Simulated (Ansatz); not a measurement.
Relaxation of C3H5BrO (10 atoms, charge 0, multiplicity 1), to a largest force component of 0.015 eV/Å in at most 40 steps.

Method: RKS PBE/def2-SVP (Ansatz 0.2.0).

```xyz
10
Properties=species:S:1:pos:R:3
O 0.301 -1.911 0.724
C 0.776 -0.765 -0.004
C 1.675 0.092 0.871
C 2.912 0.394 0.447
Br 4.021 1.455 1.574
H -0.308 -1.493 1.420
H -0.111 -0.198 -0.338
H 1.276 -1.119 -0.952
H 1.264 0.425 1.747
H 3.420 0.024 -0.396
```

**Question.** Where does it end, and by what steps?

**Answer.** It converged. After 8 steps the energy has fallen by 0.331 eV; H6 moved furthest, 0.19 Å.

```csv
step,energy less start (eV),largest force component (eV/Å),accepted
0,0.0000,4.174,yes
1,-0.2775,1.041,yes
2,-0.2976,0.605,yes
3,-0.2712,0.839,no
4,-0.3178,0.865,yes
5,-0.3228,0.337,yes
6,-0.3080,0.370,no
7,-0.3300,0.060,yes
8,-0.3306,0.011,yes
```

```xyz
10
Properties=species:S:1:pos:R:3
O 0.311 -1.924 0.667
C 0.734 -0.748 -0.007
C 1.636 0.124 0.831
C 2.921 0.362 0.517
Br 4.082 1.447 1.549
H -0.209 -1.649 1.443
H -0.137 -0.137 -0.358
H 1.271 -1.085 -0.918
H 1.204 0.573 1.743
H 3.412 -0.058 -0.375
```

Run time: 34 s on 2 threads of Intel(R) Xeon(R) Platinum 8175M CPU @ 2.50GHz (Skylake/Cascade Lake) (shared host), peak memory 0.16 GiB.
